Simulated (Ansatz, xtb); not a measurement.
# GaH5InN2+: which of two structures lies lower

Structure a is a singlet given by its coordinates and structure b is a singlet given by its coordinates. Both are gas-phase species (loosely bound parts included), relaxed with PBE0-D3(BJ)/def2-SVP.

a (Å):

```xyz
9

Ga   -2.5522    0.0247   -1.1817
In    0.4224   -2.2718   -1.4555
N     2.1585   -1.2003    0.1543
N    -0.9457   -0.4832   -0.7960
H     1.8703   -1.1583    1.1342
H     3.0075   -1.7698    0.1389
H     2.4542   -0.2549   -0.0984
H    -0.4685    0.1295   -0.1275
H    -3.9762    0.2845   -1.6614
```

Close contacts (Å): Ga1–N4 1.73, In2–N3 2.60, In2–N4 2.35, Ga1–H9 1.52, N3–H5 1.02, N3–H6 1.02, N3–H7 1.02, N4–H8 1.02.

b (Å):

```csv
atom,x (Å),y (Å),z (Å)
Ga,0.0333,1.2871,-0.4697
In,2.0807,-0.5884,1.3670
N,1.0240,-0.2010,-1.0487
N,-0.2320,0.7344,1.3066
H,0.5055,-1.0803,-1.1168
H,1.5498,-0.1150,-1.9201
H,-0.0690,2.6937,-1.0829
H,-0.5328,1.4361,1.9852
H,-0.8546,-0.0673,1.4339
```

Close contacts (Å): Ga1–In2 3.33, Ga1–N3 1.88, Ga1–N4 1.88, In2–N3 2.67, In2–N4 2.67, Ga1–H7 1.54, N3–H5 1.02, N3–H6 1.02, N4–H8 1.02, N4–H9 1.02.

Quicker runs give these differences E(b) − E(a): GFN2-xTB −1.299 eV; HF/STO-3G −1.932 eV (at GFN2-xTB geometries); r2SCAN-D4/def2-SVP −1.564 eV (at GFN2-xTB geometries).

Question: Estimate E(b) − E(a) at the level CCSD(T)/def2-SVP + ΔMP2/def2-TZVPP.

Answer: Calculated at CCSD(T)/def2-SVP + ΔMP2/def2-TZVPP: E(b) − E(a) = −1.451 eV, so structure b lies lower.

The same difference at several levels:

```
                             level              geometry  E(b) − E(a) (eV)  departure from the last row (eV)  job, with rough time for the two
                          GFN2-xTB              GFN2-xTB              −1.299                            +0.152              optimisation, 0.51 s
                         HF/STO-3G              GFN2-xTB              −1.932                            −0.481                 single point, 2 s
                r2SCAN-D4/def2-SVP              GFN2-xTB              −1.564                            −0.113               single point, 4.1 s
              PBE0-D3(BJ)/def2-SVP  PBE0-D3(BJ)/def2-SVP              −1.551                            −0.100                optimisation, 95 s
                       HF/def2-SVP  PBE0-D3(BJ)/def2-SVP              −1.614                            −0.163           part of the CCSD(T) run
                      MP2/def2-SVP  PBE0-D3(BJ)/def2-SVP              −1.414                            +0.037           part of the CCSD(T) run
                  CCSD(T)/def2-SVP  PBE0-D3(BJ)/def2-SVP              −1.433                            +0.018                      single point
CCSD(T)/def2-SVP + ΔMP2/def2-TZVPP  PBE0-D3(BJ)/def2-SVP              −1.451                                                  single point, 46 s
```

None of the levels shown reverses the order. The largest departure from CCSD(T)/def2-SVP + ΔMP2/def2-TZVPP is that of HF/STO-3G, 0.481 eV. The last row adds to CCSD(T) the change of the MP2 difference between the two basis sets, here −0.018 eV.

With harmonic frequencies from PBE0-D3(BJ)/def2-SVP (ideal gas, rigid rotor, one conformer each, 1000 K, 1 atm): on the last row, ΔE + ΔZPE = −1.397 eV. A mode under 50 cm⁻¹ makes harmonic enthalpies and free energies unreliable, so none is given.

The correlated steps freeze 15 core orbitals; the filled d shell of Ga and In is correlated, in a basis made for valence electrons. Atoms past krypton carry core potentials in the def2 sets, other sets are all-electron and non-relativistic, and no spin–orbit term is included. Codes used: Ansatz 0.2.0, xtb 6.7.1; the last row on 2 threads of Intel(R) Xeon(R) Platinum 8259CL CPU @ 2.50GHz (Skylake/Cascade Lake) on a shared host.
